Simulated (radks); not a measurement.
Results of a calculation; reference values are marked as such.
Question: Valence configurations of In+ (all share [Kr]). Code: a radial shooting solver on a logarithmic mesh with Libxc functionals. Model: non-relativistic Kohn-Sham, r2SCAN, spin-polarised, spherical densities, point nucleus; open shells are filled with parallel spins first (spin-orbit coupling, left out, can overturn this in heavy ions); meta-GGA in the generalised Kohn-Sham scheme; relativity is left out, which matters for an element this heavy. Order these by energy: 4d8.5 5s2 5p1.5; 4d9.5 5s2 5p0.5; 4d10 5s1 5p1; 4d9 5s2 5p1; 4d10 5s2; 4d9 5s1 5p2; 4d8 5s2 5p2; 4d9 5s1.5 5p1.5; 4d10 5s1.5 5p0.5.

Answer: From the lowest, in eV above it: 4d10 5s2 0.000; 4d10 5s1.5 5p0.5 2.733; 4d10 5s1 5p1 4.733; 4d9.5 5s2 5p0.5 10.163; 4d9 5s2 5p1 21.102; 4d9 5s1.5 5p1.5 23.529; 4d9 5s1 5p2 25.261; 4d8.5 5s2 5p1.5 32.841; 4d8 5s2 5p2 45.381. NIST lists [Kr] 4d10 5s2 as the ground configuration; this level of theory agrees among the configurations tried. The energies are those of spherical high-spin densities, not of single terms. Relativity is left out, which favours d and f over s occupation in heavy atoms.
